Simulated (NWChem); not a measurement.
# CH5BClNO; SMILES CNB(O)Cl

```xyz
10

B      0.2634     0.1266     0.0002
Cl    -0.3807     1.8044     0.0008
N     -0.6680    -0.9280     0.0002
C     -0.4082    -2.3574    -0.0010
H     -1.6484    -0.6801     0.0003
H     -0.8224    -2.8468    -0.8921
H     -0.8265    -2.8488     0.8871
H      0.6700    -2.5475     0.0014
O      1.6238     0.0116    -0.0001
H      1.9314    -0.9057    -0.0002
```
Atoms are numbered in this order, from 1.

All runs: NWChem. All runs use the structure optimised with B3LYP/6-31G* (spherical d). Atomic charges in e: unrestrained fits to the electrostatic potential beside Mulliken populations; buried atoms are poorly determined by the fit.

Task: Estimate the computed values for B3LYP/def2-SVP. Quantities: ESP B1; Mulliken B1; ESP Cl2; Mulliken Cl2; ESP N3; Mulliken N3; ESP C4; Mulliken C4; ESP O9; Mulliken O9; relative RMS misfit of the potential (%).

Result: The ESP B1 is 0.49 and the Mulliken B1 is -0.01. The ESP Cl2 is -0.24. The Mulliken Cl2 is -0.16, the ESP N3 is -0.55 and the Mulliken N3 comes out as -0.15. The ESP C4 comes out as 0.32 and the Mulliken C4 is 0.11. The ESP O9 comes out as -0.60 and the Mulliken O9 is -0.12. The relative RMS misfit of the potential (%) is 21.
